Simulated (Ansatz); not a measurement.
# ScH₂, doublet: energies of several shapes or isomers

Calculated in Ansatz's Gaussian-basis code. Basis def2-SVP, nonrelativistic, 5 orbitals frozen in the corrections; active space CAS(5,4). Restricted Hartree–Fock, then the lowest state-specific CASSCF solution met for each case. A minimal or small basis: far from the basis limit. On stretched bonds single-reference methods can fail or change state. Unlike active orbitals can shift such differences by tenths of an eV, at times by over 1 eV.

Case A. A bond is stretched, to 1.35 times the sum of the covalent radii.

```xyz
3

H     0.0000    1.1474    2.4606
Sc    0.0000    0.0000    0.0000
H     0.0000    0.7649   -1.6404
```

Case B:

```xyz
3

H     0.0000    0.7649    1.6404
Sc    0.0000    0.0000    0.0000
H     0.0000    0.7649   -1.6404
```

Energy less that of case A, in eV:

| case | RHF/ROHF | CASSCF |
| --- | --- | --- |
| B | -1.067 | -0.853 |

(1) What does SC-NEVPT2 give for these differences?

## Answers

(1) B: -1.253 eV (-28.9 kcal/mol).
